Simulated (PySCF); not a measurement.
**Tl⁺: excitation energy**

Tl⁺ [Xe] 4f14 5d10 6s2 (1S) → Tl⁺ [Xe] 4f14 5d9 6s2 7s1 (3D), as a difference of total energies. Calculation: PySCF 2.14, in aug-cc-pVTZ-DK3 (9s8p6d3f, 84 functions); scalar relativity by spin-free X2C-1e. The calculations carry no spin-orbit coupling.

| method | excitation energy (eV) |
| --- | --- |
| UHF | 20.859 |
| LDA | 21.848 |
| PBE | 21.486 |
| PBE0 | 21.595 |
| r2SCAN | 21.732 |
| B3LYP | 21.564 |
| MN15 | 21.528 |

A first-order spin-orbit estimate (lowest level to lowest level, LS coupling) adds -0.932 eV.

The upper state lies above the first ionisation limit, where it may autoionise and the basis confines it. A Rydberg-like electron needs more diffuse functions than a valence basis has.

The promoted electron is Rydberg-like, and one or two diffuse shells describe it only roughly, which tends to raise the upper state.
